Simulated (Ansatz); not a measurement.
Born–Oppenheimer molecular dynamics of AlClH₄OSi (8 atoms, charge 0, multiplicity 1). It starts at the highest image of a converged band. Of that band: Neighbouring images differ by up to 2.0 eV, so the band resolves the path poorly. A vibrational analysis at the climbing image gives one clearly imaginary mode, 1366i cm⁻¹: a first-order saddle point.

Level of theory: RKS r2SCAN/def2-SVP in Ansatz 0.2.0.

```
ensemble                      : NVE (velocity Verlet)
time step                     : 0.5 fs
steps asked                   : 200
starting velocities drawn for : 100 K
seed                          : 10880
```

First frame:

```xyz
8
Properties=species:S:1:pos:R:3
Al 0.468 0.078 -0.736
O 0.330 -0.143 1.097
Si -0.183 -0.406 2.698
H -1.599 -0.866 2.669
H 0.688 -1.444 3.316
H -0.067 0.866 3.464
H 1.510 0.196 0.624
Cl -1.382 -0.261 -1.736
```

(1) How far do the bonds stretch over the last three quarters of this one trajectory? (Pairs bonded in most of those frames.)

## Answers

(1) 
```tsv
bond	mean (Å)	spread (Å)	shortest	longest
Al1–O2	1.697	0.062	1.60	1.81
Al1–H7	1.784	0.176	1.39	2.11
Al1–Cl8	2.156	0.077	2.04	2.28
O2–Si3	1.655	0.027	1.61	1.70
Si3–H4	1.494	0.012	1.47	1.52
Si3–H5	1.496	0.010	1.48	1.51
Si3–H6	1.494	0.010	1.48	1.51
```

Mean temperature of the second half: 1937 K. The conserved energy stayed within 0.36 meV per atom of its start (net change -0.091 meV per atom), so the integration is sound. The kinetic energy rose, since the run started high on the potential surface and went downhill. A run of 0.1 ps of so small a system gives no equilibrium averages. The orbitals stay closed-shell, which can raise the energy where a bond breaks towards radicals; this wasn't checked here.

The run took 4.5 min on 2 threads of Intel(R) Xeon(R) 6975P-C (Granite Rapids), on a shared host, peak memory 0.17 GiB.
